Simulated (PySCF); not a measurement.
C₃H₃NO₃S, SMILES OS(=O)(=O)/C=C/C#N.

Coordinates come from a PBE0-D3(BJ)/def2-SVP optimisation. The values are those of a single conformer.

Method: TDDFT-PBE/def2-SVPD (PySCF).

Vertical excitations. Isolated molecule, no solvent.

Computed lowest excited states:
```csv
state,energy (eV),λ (nm),f,main pairs
S1,4.43,280,0.014,"HOMO−1→LUMO 64 %, HOMO→LUMO 34 %"
S2,4.88,254,0.015,HOMO−2→LUMO 86 %
S3,4.95,251,0.069,"HOMO−3→LUMO 50 %, HOMO−1→LUMO 19 %, HOMO→LUMO 16 %, HOMO−2→LUMO 12 %"
S4,5.26,235,0.075,"HOMO−4→LUMO 47 %, HOMO−3→LUMO 18 %, HOMO→LUMO 13 %, HOMO−5→LUMO 11 %"
S5,5.41,229,0.041,"HOMO−4→LUMO 49 %, HOMO−6→LUMO 18 %, HOMO−3→LUMO 13 %, HOMO−5→LUMO 11 %"
S6,5.70,218,0.002,"HOMO−6→LUMO 54 %, HOMO−5→LUMO 43 %"
S7,5.82,213,0.177,"HOMO−5→LUMO 31 %, HOMO−6→LUMO 20 %, HOMO→LUMO 16 %, HOMO−3→LUMO 11 %"
S8,6.20,200,0.002,HOMO−7→LUMO 92 %
S9,6.62,187,0.001,HOMO→LUMO+1 99 %
S10,6.97,178,0.017,HOMO−1→LUMO+1 92 %
T1,3.46,358,0,HOMO→LUMO 88 %
T2,4.34,286,0,HOMO−1→LUMO 93 %
T3,4.69,265,0,"HOMO−3→LUMO 74 %, HOMO−2→LUMO 23 %"
T4,4.79,259,0,"HOMO−2→LUMO 75 %, HOMO−3→LUMO 22 %"
```
Triplets are in the Tamm–Dancoff approximation, which puts them higher than full response would, so one can lie above its singlet here.
